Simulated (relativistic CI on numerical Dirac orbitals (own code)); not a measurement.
Mo⁵⁺: L2,3 absorption edge

Computed with this model: Dirac-Coulomb-Breit CI, orbitals from a KLI potential per configuration, QED by a radiative potential, multiplet model of core-to-valence dipole absorption, unscaled Slater integrals; configurations [Kr] 4d → [He] 2s2 2p5 3s2 3p6 3d10 4s2 4p6 4d2; 80 K; Lorentzian 1.6 eV and Gaussian 0.5 eV FWHM. Energies are those of the free ion, without screening or charge transfer. The branching ratio is the share of the lower-energy edge in the whole absorption, uncertain by about 0.02 where the edges overlap. S is read from ⟨S²⟩ = S(S + 1).

Field parameters in Wybourne normalisation: Oh B⁴₀ = 21Dq, B⁴₄ = √(5/14) B⁴₀. The field is a parameter set, without covalency.

Computed curve for free ion, scaled to 100 at the maximum (points under 2 are left out and the grid is thinned):

Energy (eV), Intensity and a bar:
```
  2525.25        2.0 
  2525.75        2.4 
  2526.50        3.1 
  2527.00        3.8 #
  2527.75        5.5 #
  2528.25        7.3 ##
  2529.00       12.8 ###
  2529.50       20.0 ######
  2530.25       35.6 ##########
  2530.75       42.8 ############
  2531.50       57.8 #################
  2532.00       79.8 ########################
  2532.75      100.0 ##############################
  2533.25       74.2 ######################
  2534.00       32.5 #########
  2534.50       19.8 #####
  2535.25       11.3 ###
  2535.75        8.7 ##
  2536.50        6.1 #
  2537.00        4.6 #
  2537.75        3.3 
  2538.25        2.7 
  2539.00        2.1 
  2632.00        2.4 
  2632.75        3.9 #
  2633.25        5.8 #
  2634.00       12.0 ###
  2634.50       19.2 #####
  2635.25       27.2 ########
  2635.75       26.1 #######
  2636.50       28.2 ########
  2637.00       24.3 #######
  2637.75       12.1 ###
  2638.25        7.4 ##
  2639.00        4.3 #
  2639.50        3.4 
  2640.25        3.5 
  2640.75        4.2 #
  2641.50        3.5 
  2642.00        2.3
```

The ground state has S = 0.50, and the centroid lies at 2560.10 eV.
